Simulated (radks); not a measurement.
Results of a calculation; reference values are marked as such.
Pm4+, configuration [Xe] 4f3. Code: a radial shooting solver on a logarithmic mesh with Libxc functionals. Model: scalar-relativistic Kohn-Sham, SCAN, spin-polarised, spherical densities, finite nucleus; open shells are filled with parallel spins first (spin-orbit coupling, left out, can overturn this in heavy ions); meta-GGA in the generalised Kohn-Sham scheme; Fermi nuclear charge, rms radius 4.962 fm.

Unscreened Slater integrals over Kohn-Sham orbitals (cm^-1). They are taken over the spin-up orbitals.

\begin{tabular}{lr}
integral & value \\ \hline
F0(4f,4f) & 233290 \\
F2(4f,4f) & 112000 \\
F4(4f,4f) & 70481 \\
F6(4f,4f) & 50765 \\
F0(4f,5p) & 152630 \\
F2(4f,5p) & 54788 \\
G2(4f,5p) & 27669 \\
G4(4f,5p) & 21830 \\
F0(4f,5s) & 167280 \\
G3(4f,5s) & 31733 \\
F0(4f,4d) & 257580 \\
F2(4f,4d) & 124450 \\
F4(4f,4d) & 79652 \\
G1(4f,4d) & 146850 \\
G3(4f,4d) & 92357 \\
G5(4f,4d) & 65347 \\
F0(5p,5p) & 128170 \\
F2(5p,5p) & 69715 \\
F0(5p,5s) & 135260 \\
G1(5p,5s) & 91679 \\
F0(5p,4d) & 158960 \\
F2(5p,4d) & 46931 \\
G1(5p,4d) & 13313 \\
G3(5p,4d) & 13076 \\
F0(5s,5s) & 144150 \\
F0(5s,4d) & 175580 \\
G2(5s,4d) & 19262 \\
F0(4d,4d) & 290570 \\
F2(4d,4d) & 148120 \\
F4(4d,4d) & 99216 \\
\end{tabular}

Derived for the open shells (J is the average intra-shell exchange parameter used in DFT+U). 4f: F4/F2 = 0.629, F6/F2 = 0.453, J = (286 F2 + 195 F4 + 250 F6)/6435 = 9086 cm^-1.
